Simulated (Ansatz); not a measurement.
Consider the ligand exchange at the Si–O bond: `O[Si](F)(O[SiH3])O[SiH3]` + `CB(N)O` → `CB(N)O[SiH3]` + `O[Si](O)(F)O[SiH3]`.

Calculated with Ansatz (gas phase, PBE0-D4/def2-TZVP geometries, no zero-point term in ΔE). CCSD(T)/CBS is the MP2 limit (def2-TZVPP, def2-QZVPP) plus CCSD(T) − MP2 in def2-TZVPP, frozen cores. This one scheme is used for every species. Functionals use def2-TZVPP. One conformer a species, not always the lowest.

```csv
level,ΔE (kJ/mol)
ωB97M-V,12.9
HF/def2-TZVPP,18.0
HF/CBS(def2),19.2
MP2/CBS(def2),12.9
```

(1) What does CCSD(T)/CBS give? (An estimate is asked.)

Largest T1 diagnostic among the species: 0.011.

## Answers

(1) Computed: +13.6 kJ/mol. The listed levels differ from it by -0.7, 4.4, 5.6, -0.7 kJ/mol.

In def2-TZVPP, CCSD(T) changes the Hartree–Fock value by −4.7 kJ/mol (the triples alone add −1.0 kJ/mol) and MP2 by −5.4 kJ/mol.
